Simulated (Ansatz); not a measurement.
`[F][GeH]([F])[F]` + GeH₄ → `[F][GeH]([F])[GeH3]` + H–F at 298.15 K and 1 bar (formal exchange of groups at a Ge–F bond).

Gas-phase electronic energies from Ansatz, PBE0-D4/def2-TZVP geometries. CBS: MP2 limit from def2 TZ/QZ plus the TZ coupled-cluster correction, frozen cores. This one scheme is used for every species. For Ge outer-core shells are correlated without core-valence functions, which leaves a few kJ/mol of doubt a bond. Scalar relativity is left out up to krypton.

| species | CCSD(T)/CBS energy (Eh) | H − E (kJ/mol) | S (J/(mol·K)) |
| --- | --- | --- | --- |
| `[F][GeH]([F])[F]` | -2376.20168 | 55.1 | 294.6 |
| GeH₄ | -2078.49493 | 88.5 | 217.3 |
| `[F][GeH]([F])[GeH3]` | -4354.28742 | 115.9 | 361.9 |
| H–F | -100.39570 | 33.5 | 173.6 |

H − E and S are ideal-gas, rigid-rotor, harmonic terms from PBE0-D4/def2-TZVP. 1 Eh = 2625.50 kJ/mol, R = 8.31446 J/(mol·K).

Q: By hand: ΔE, ΔH, ΔS and ΔG.

A: ΔE = (-4354.28742) + (-100.39570) − (-2376.20168) − (-2078.49493) = 0.01349 Eh = 35.4 kJ/mol. Δ(H − E) = 115.9 + 33.5 − 55.1 − 88.5 = 5.8, so ΔH = 41.2 kJ/mol. ΔS = 361.9 + 173.6 − 294.6 − 217.3 = 23.6 J/(mol·K). ΔG = 41.2 − 298.15 × (23.6)/1000 = 34.2 kJ/mol.

Q: By hand: the equilibrium constant, and the temperature at which ΔG would vanish if ΔH and ΔS stayed fixed.

A: log₁₀ K = −ΔG/(RT ln 10) = -6.0. ΔG = 0 at ΔH/ΔS = 1746 K.

ΔH outweighs TΔS. A doubt of 5 kJ/mol in ΔE shifts log₁₀ K by 0.9 here. These are equilibria of isolated gas molecules and say nothing of rates. Largest T1 diagnostic: 0.012 (customary marks: 0.02 for closed shells, 0.045 for open ones).
